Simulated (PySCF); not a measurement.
Gas-phase reaction: InI3 + 2 InH3 → 3 InH + 3 HI

Computed with PySCF (xtb for GFN2) and rigid-rotor harmonic-oscillator thermochemistry at 1 bar. † marks an energy on the PBE0/def2-TZVP geometry and frequencies; other levels use their own. CCSD(T) freezes the core. All species are closed-shell singlets. I, In: scalar-relativistic def2 core potential, no spin-orbit coupling. InH3, InH: computed as isolated molecules; such fragments, hydroxides, amides, oligomers or adducts are transient or little studied in the gas. CCSD(T) isn't extrapolated to the basis-set limit.

```tsv
level	ΔH°(298 K), kJ
CCSD(T)/def2-SVP†	(withheld)
CCSD(T)/def2-TZVPP†	389
GFN2-xTB	192
M06-2X/def2-TZVP†	430
PBE0/def2-TZVP	(withheld)
r2SCAN/def2-TZVP†	(withheld)
```

Task: Some entries are withheld; supply them.

Result: 
- CCSD(T)/def2-SVP†, ΔH°(298 K), kJ: 384
- PBE0/def2-TZVP, ΔH°(298 K), kJ: 406
- r2SCAN/def2-TZVP†, ΔH°(298 K), kJ: 434
